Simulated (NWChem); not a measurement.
Everything below was run with NWChem. System: C4H7F, charge 0, spin multiplicity 1, displaced from the optimised geometry. The structure started from a generated list of species. Level: BP86/def2-SVP.

Part of the output:

```
             Northwest Computational Chemistry Package (NWChem) 7.3.0
             --------------------------------------------------------

                                NWChem Input Module
                                -------------------

 Scaling coordinates for geometry "geometry" by  1.889725989
 (inverse scale =  0.529177249)

 Turning off AUTOSYM since
 SYMMETRY directive was detected!

                             Geometry "geometry" -> ""
                             -------------------------

 Output coordinates in angstroms (scale by  1.889725989 to convert to a.u.)

  No.       Tag          Charge          X              Y              Z
 ---- ---------------- ---------- -------------- -------------- --------------
    1 C                    6.0000    -1.42781100     0.77009500     0.00000000
    2 C                    6.0000    -0.14961400    -0.06575100     0.00000000
    3 F                    9.0000    -0.43437900    -1.43203200     0.00000000
    4 C                    6.0000     1.09580700     0.33797300     0.77186400
    5 C                    6.0000     1.09580700     0.33797300    -0.77186400
    6 H                    1.0000    -2.04469700     0.54262000     0.91015500
    7 H                    1.0000    -1.18780600     1.86485500     0.00000000
    8 H                    1.0000    -2.04469700     0.54262000    -0.91015500
    9 H                    1.0000     1.65185500    -0.48450900     1.27888200
   10 H                    1.0000     1.09888500     1.31273800     1.31407200
   11 H                    1.0000     1.65185500    -0.48450900    -1.27888200
   12 H                    1.0000     1.09888500     1.31273800    -1.31407200

 Effective nuclear repulsion energy (a.u.)     180.3100966933

            Nuclear Dipole moment (a.u.)
            ----------------------------
        X                 Y               Z
 ---------------- ---------------- ----------------
     0.0000056692     0.0000094486     0.0000000000

      Symmetry information
      --------------------

 Group name             Cs
 Group number              2
 Group order               2
 No. of unique centers     8

      Symmetry unique atoms

     1    2    3    4    6    7    9   10


 Summary of "ao basis" -> "" (spherical)
 ------------------------------------------------------------------------------
       Tag                 Description            Shells   Functions and Types
 ---------------- ------------------------------  ------  ---------------------
 *                          def2-svp                  on all atoms

  perdew86 is a nonlocal functional; adding perdew81 local functional.

                                 NWChem DFT Module
                                 -----------------

 Summary of "ao basis" -> "ao basis" (spherical)
 ------------------------------------------------------------------------------
       Tag                 Description            Shells   Functions and Types
 ---------------- ------------------------------  ------  ---------------------
 C                          def2-svp                 6       14   3s2p1d
 F                          def2-svp                 6       14   3s2p1d
 H                          def2-svp                 3        5   2s1p

 Summary of "ao basis" -> "ao basis" (spherical)
 ------------------------------------------------------------------------------
       Tag                 Description            Shells   Functions and Types
 ---------------- ------------------------------  ------  ---------------------
 C                          def2-svp                 6       14   3s2p1d
 F                          def2-svp                 6       14   3s2p1d
 H                          def2-svp                 3        5   2s1p

      Symmetry analysis of basis
      --------------------------

        a'         63
        a"         42

            General Information
            -------------------
          SCF calculation type: DFT
          Wavefunction type:  closed shell.
          No. of atoms     :    12
          No. of electrons :    40
           Alpha electrons :    20
            Beta electrons :    20
          Charge           :     0
          Spin multiplicity:     1
[...]
    37     -0.259375   3 F  pz               49     -0.197760   4 C  px
    63      0.197760   5 C  px               71     -0.111784   6 H  s

 Vector   21  Occ=0.000000D+00  E= 3.250419D-02  Symmetry=a'
              MO Center=  2.6D-01,  1.1D+00,  6.2D-15, r^2= 4.9D+00
   Bfn.  Coefficient  Atom+Function         Bfn.  Coefficient  Atom+Function
  ----- ------------  ---------------      ----- ------------  ---------------
    92      0.854222  10 H  s               102      0.854222  12 H  s
    77      0.812608   7 H  s                 3     -0.641563   1 C  s
     8     -0.373575   1 C  py               50     -0.369190   4 C  py
    64     -0.369190   5 C  py               22     -0.352621   2 C  py
    45     -0.323899   4 C  s                59     -0.323899   5 C  s

 Vector   22  Occ=0.000000D+00  E= 4.779898D-02  Symmetry=a'
              MO Center=  4.6D-01, -2.0D-02,  3.5D-14, r^2= 7.0D+00
   Bfn.  Coefficient  Atom+Function         Bfn.  Coefficient  Atom+Function
  ----- ------------  ---------------      ----- ------------  ---------------
     3      1.478232   1 C  s                87     -0.971461   9 H  s
    97     -0.971461  11 H  s                45      0.830998   4 C  s
    59      0.830998   5 C  s                72     -0.651560   6 H  s
    82     -0.651560   8 H  s                77     -0.534747   7 H  s
    22     -0.279220   2 C  py               51      0.275666   4 C  pz

 Vector   23  Occ=0.000000D+00  E= 7.460074D-02  Symmetry=a"
              MO Center=  5.8D-01,  4.2D-01, -2.9D-14, r^2= 4.9D+00
   Bfn.  Coefficient  Atom+Function         Bfn.  Coefficient  Atom+Function
  ----- ------------  ---------------      ----- ------------  ---------------
    45      1.239308   4 C  s                59     -1.239308   5 C  s
    92     -0.578935  10 H  s               102      0.578935  12 H  s
    72     -0.552995   6 H  s                82      0.552995   8 H  s
    49      0.542586   4 C  px               63     -0.542586   5 C  px
    87     -0.449340   9 H  s                97      0.449340  11 H  s

 center of mass
 --------------
 x =  -0.01674532 y =  -0.15311706 z =   0.00000000

 moments of inertia (a.u.)
 ------------------
         282.737760246656         -15.720915368671          -0.000000000000
         -15.720915368671         348.745574654510           0.000000000000
          -0.000000000000           0.000000000000         469.031516805413

     Multipole analysis of the density
     ---------------------------------

     L   x y z        total         alpha         beta         nuclear
     -   - - -        -----         -----         ----         -------
     0   0 0 0     -0.000000    -20.000000    -20.000000     40.000000

     1   1 0 0      0.082888      0.041441      0.041441      0.000006
     1   0 1 0      0.604152      0.302071      0.302071      0.000009
     1   0 0 1      0.000000      0.000000      0.000000      0.000000

     2   2 0 0    -22.456793    -93.574737    -93.574737    164.692681
     2   1 1 0     -1.095594     -1.181141     -1.181141      1.266688
     2   1 0 1      0.000000      0.000000      0.000000     -0.000000
     2   0 2 0    -23.393905    -67.751921    -67.751921    112.109936
     2   0 1 1      0.000000      0.000000      0.000000      0.000000
     2   0 0 2    -22.494709    -38.977921    -38.977921     55.461134

            General Information
            -------------------
          SCF calculation type: DFT
          Wavefunction type:  closed shell.
          No. of atoms     :    12
          No. of electrons :    40
           Alpha electrons :    20
            Beta electrons :    20
          Charge           :     0
          Spin multiplicity:     1
          Use of symmetry is: on ; symmetry adaption is: on
          Maximum number of iterations: 100
          AO basis - number of functions:   105
                     number of shells:    51
          Convergence on energy requested:  1.00D-06
          Convergence on density requested:  1.00D-05
          Convergence on gradient requested:  5.00D-04

              XC Information
              --------------
                    Becke 1988 Exchange Functional  1.000
                Perdew 1981 Correlation Functional  1.000 local
                Perdew 1986 Correlation Functional  1.000 non-local

             Grid Information
             ----------------
          Grid used for XC integration:  fine
          Radial quadrature: Mura-Knowles
          Angular quadrature: Lebedev.
          Tag              B.-S. Rad. Rad. Pts. Rad. Cut. Ang. Pts.
          ---              ---------- --------- --------- ---------
          C                   0.70       70          10.0       590
          F                   0.50       70          10.0       590
          H                   0.35       60          12.0       590
          Grid pruning is: on
          Number of quadrature shells:   520
          Spatial weights used:  Erf1

          Convergence Information
          -----------------------
          Convergence aids based upon iterative change in
          total energy or number of iterations.
          Levelshifting, if invoked, occurs when the
          HOMO/LUMO gap drops below (HL_TOL):  1.00D-02
          DIIS, if invoked, will attempt to extrapolate
          using up to (NFOCK): 10 stored Fock matrices.

                    Damping( 0%)  Levelshifting(0.5)       DIIS
                  --------------- ------------------- ---------------
          dE  on:    start            ASAP                start
          dE off:    2 iters        100 iters           100 iters

      Screening Tolerance Information
      -------------------------------
          Density screening/tol_rho:  1.00D-10
          AO Gaussian exp screening on grid/accAOfunc:  14
          CD Gaussian exp screening on grid/accCDfunc:  20
          XC Gaussian exp screening on grid/accXCfunc:  20
          Schwarz screening/accCoul:  1.00D-08

                            NWChem DFT Gradient Module
                            --------------------------

  charge          =   0.00
  wavefunction    = closed shell

  Using symmetry

                         DFT ENERGY GRADIENTS

    atom               coordinates                        gradient
                 x          y          z           x          y          z
   1 C      -2.698172   1.455269   0.000000   -0.001520   0.001634   0.000000
   2 C      -0.282729  -0.124251   0.000000   -0.002285  -0.003730   0.000000
   3 F      -0.820857  -2.706148   0.000000   -0.001195  -0.006577   0.000000
   4 C       2.070775   0.638676   1.458611    0.001959   0.001122   0.002643
   5 C       2.070775   0.638676  -1.458611    0.001959   0.001122  -0.002643
   6 H      -3.863917   1.025403   1.719944   -0.004291  -0.001545   0.006242
   7 H      -2.244628   3.524065   0.000000    0.001460   0.007605   0.000000
   8 H      -3.863917   1.025403  -1.719944   -0.004291  -0.001545  -0.006242
   9 H       3.121553  -0.915589   2.416737    0.004060  -0.006028   0.003809
  10 H       2.076592   2.480715   2.483236    0.000042   0.006984   0.003935
  11 H       3.121553  -0.915589  -2.416737    0.004060  -0.006028  -0.003809
  12 H       2.076592   2.480715  -2.483236    0.000042   0.006984  -0.003935

                 ----------------------------------------
                 |  Time  |  1-e(secs)   |  2-e(secs)   |
                 ----------------------------------------
                 |  CPU   |       0.01   |       2.48   |
                 ----------------------------------------
                 |  WALL  |       0.01   |       2.48   |
                 ----------------------------------------

 Task  times  cpu:       14.0s     wall:       14.0s

 Total times  cpu:       14.0s     wall:       14.0s
```

Q: Write an NWChem input that would produce this output.

A: This is not unique; one that fits is 
```
start mol
memory heap 200 mb stack 800 mb global 1000 mb
geometry units angstroms nocenter noautoz
  C     -1.427811     0.770095     0.000000
  C     -0.149614    -0.065751     0.000000
  F     -0.434379    -1.432032     0.000000
  C      1.095807     0.337973     0.771864
  C      1.095807     0.337973    -0.771864
  H     -2.044697     0.542620     0.910155
  H     -1.187806     1.864855     0.000000
  H     -2.044697     0.542620    -0.910155
  H      1.651855    -0.484509     1.278882
  H      1.098885     1.312738     1.314072
  H      1.651855    -0.484509    -1.278882
  H      1.098885     1.312738    -1.314072
  symmetry group Cs
end
basis spherical
  * library def2-svp
end
dft
  xc becke88 perdew86
  semidirect memsize 60000000 filesize 0
  iterations 100
  grid fine
end
task dft gradient
```
